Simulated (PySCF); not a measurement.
Gas-phase XPS of trifluoromethanesulfonyl fluoride, computed

Species: trifluoromethanesulfonyl fluoride, CF4O2S.
Structure used (GFN2-xTB), in Å, numbered top down from 1:
```
atom  x, y, z in Å
O1     1.5213   -0.1775    1.2422
S2     0.9568    0.0773   -0.0213
O3     1.3772    1.1352   -0.8484
F4     1.0419   -1.2876   -0.8840
C5    -0.8997    0.0601    0.0961
F6    -1.2722    1.1250    0.7875
F7    -1.2950   -1.0331    0.7161
F8    -1.4212    0.1101   -1.1127
```

Method used: PySCF 2.14.0, delta-SCF UKS SCAN, pcX-2 on the ionised atom, pcseg-1 elsewhere, spin-free X2C. These are vertical core ionisation energies against the vacuum level, from separate self-consistent calculations with and without the core hole.

Problem. What binding energy does each computed site have?

Solution. 
```json
{"atom(s)": "O1/O3", "environment": "sulfonyl oxygen", "level": "O 1s", "binding energy (eV)": "540.00", "above the level's lowest (eV)": "0.00", "count": "2"}
{"atom(s)": "S2", "environment": "sulfonyl sulfur", "level": "S 1s", "binding energy (eV)": "2485.44", "above the level's lowest (eV)": "0.00", "count": "1"}
{"atom(s)": "F4", "environment": "sulfur-bound fluorine", "level": "F 1s", "binding energy (eV)": "694.11", "above the level's lowest (eV)": "0.00", "count": "1"}
{"atom(s)": "C5", "environment": "CF3 carbon", "level": "C 1s", "binding energy (eV)": "299.93", "above the level's lowest (eV)": "0.00", "count": "1"}
{"atom(s)": "F6/F7/F8", "environment": "fluorine of a CF3 group", "level": "F 1s", "binding energy (eV)": "695.61", "above the level's lowest (eV)": "+1.50", "count": "3"}
```

Lowest listed F 1s: F4, bonded to S. Highest, 1.50 eV above it: F6/F7/F8, bonded to C.

Problem. Express the binding energy of F 1s of F4 in atomic units and per mole.

Solution. 694.11 eV = 25.5081 Eh = 66971 kJ/mol.

One atom of each set of topologically equivalent atoms was ionised and stands for the set; in this conformer not all members are related by symmetry, and their own values weren't computed. Not every level is listed. Isolated species at its GFN2-xTB geometry, gas phase.

Cost: about 2.2 min of CPU time on one thread; the machine was shared, so the figure is rough.
